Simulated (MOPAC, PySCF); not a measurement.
AlBr₃, SMILES `[Br][Al]([Br])[Br]`, neutral singlet in the gas phase. 

Cartesian coordinates (Å):
```xyz
4

Br    -1.8710    -1.2286    -0.0360
Al     0.0000     0.0000     0.0001
Br     1.9993    -1.0063     0.0389
Br    -0.1283     2.2349    -0.0030
```
Charge 0, multiplicity 1.

All levels are single points at this geometry (B3LYP-D3(BJ)/def2-TZVP); Pople sets use spherical d functions. Orbital energies aren't observables, and empty levels follow the basis.

M06-2X/6-31G* in PySCF gives dipole (D) = 0.00.

Q: Estimate the dipole (D) from each of these levels: B3LYP-D3(BJ)/def2-TZVP in PySCF; M06-2X/def2-TZVP in PySCF; PBE-D3(BJ)/def2-TZVP in PySCF; B3LYP/6-311+G** (LANL2DZ on Br) in PySCF; B3LYP/6-31G* in PySCF; BP86/6-31G* in PySCF; HF/3-21G in PySCF; HF/6-31G* in PySCF; HF/STO-3G in PySCF; AM1 in MOPAC; PM3 in MOPAC; PM6 in MOPAC.

A: 
```
level                                     dipole (D)
----------------------------------------  ----------
B3LYP-D3(BJ)/def2-TZVP in PySCF                 0.00
M06-2X/def2-TZVP in PySCF                       0.00
PBE-D3(BJ)/def2-TZVP in PySCF                   0.00
B3LYP/6-311+G** (LANL2DZ on Br) in PySCF        0.00
B3LYP/6-31G* in PySCF                           0.00
BP86/6-31G* in PySCF                            0.00
HF/3-21G in PySCF                               0.00
HF/6-31G* in PySCF                              0.00
HF/STO-3G in PySCF                              0.00
AM1 in MOPAC                                    0.00
PM3 in MOPAC                                    0.00
PM6 in MOPAC                                    0.00
```
